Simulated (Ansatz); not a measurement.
Gas-phase electronic energies from Ansatz, PBE0-D4/def2-TZVP geometries. CBS: MP2 limit from def2 TZ/QZ plus the TZ coupled-cluster correction, frozen cores. This one scheme is used for every species. DFT in def2-TZVPP. def2 core potentials past Kr. For Y outer-core shells are correlated without core-valence functions, which leaves a few kJ/mol of doubt a bond. One conformer a species, not always the lowest.

`[NH2][Y]([NH2])[NH2]` + HCl → `[NH2][Y]([NH2])[Cl]` + NH₃  (ligand exchange at a Y–N bond)

CCSD(T)/CBS gives -147.7 kJ/mol.

(1) Another level gave -150.6 kJ/mol. Which?
A. LDA (SPW92)/def2-TZVPP
B. BHLYP-D4/def2-TZVPP
C. PBE0-D4/def2-TZVPP
D. revPBE/def2-TZVPP

(2) What do rigid-rotor, harmonic-oscillator terms from PBE0-D4/def2-TZVP frequencies (298.15 K, 1 bar) make of the CCSD(T)/CBS value? (An estimate is asked.)

Largest T1 diagnostic among the species: 0.012.

## Answers

(1) C. PBE0-D4 -150.6, revPBE -144.3, LDA (SPW92) -139.0, BHLYP-D4 -157.2 kJ/mol.

(2) The calculation gave: ΔZPE = +12.9 kJ/mol, ΔH = -135.7 kJ/mol, ΔS = 12 J/(mol·K), ΔG = -139.4 kJ/mol.

At CCSD(T), def2-SVP lies −3.5 kJ/mol from the extrapolated value and def2-TZVPP +3.0 kJ/mol. In def2-TZVPP, CCSD(T) changes the Hartree–Fock value by +24.8 kJ/mol (the triples alone add +2.1 kJ/mol) and MP2 by +23.2 kJ/mol.
